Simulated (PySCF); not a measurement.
CH3FGeO, SMILES C[O][Ge][F] (connectivity only; charge and spin as stated), neutral, multiplicity 1. Atoms are numbered in the order given.

```xyz
7

Ge     0.3326    -0.7036     0.0000
F     -1.4344    -0.6212     0.0000
O      0.6608     1.0355     0.0000
C     -0.2562     2.1020     0.0000
H     -1.2999     1.7497     0.0000
H     -0.0915     2.7304     0.8909
H     -0.0915     2.7304    -0.8909
```
Charge 0, spin multiplicity 1.

The structure is a stationary point at PBE0-D3(BJ)/def2-SVP. The values are those of a single conformer.

Calculation: PySCF with ωB97X/def2-TZVPD.

Symmetry labels are those of the subgroup Cs that the program uses (full group Cs).

Task: List the valence orbital energies around the gap with their symmetry. (An estimate is asked for; the answer gives what the named calculation found.)

Result: 
```tsv
orbital	symmetry	energy (eV)
HOMO−7	A'	-15.57
HOMO−6	A'	-15.36
HOMO−5	A"	-15.31
HOMO−4	A"	-14.04
HOMO−3	A'	-13.66
HOMO−2	A'	-11.59
HOMO−1	A"	-11.04
HOMO	A'	-10.61
LUMO	A"	-0.02
LUMO+1	A'	1.83
LUMO+2	A'	2.06
LUMO+3	A'	2.49
```
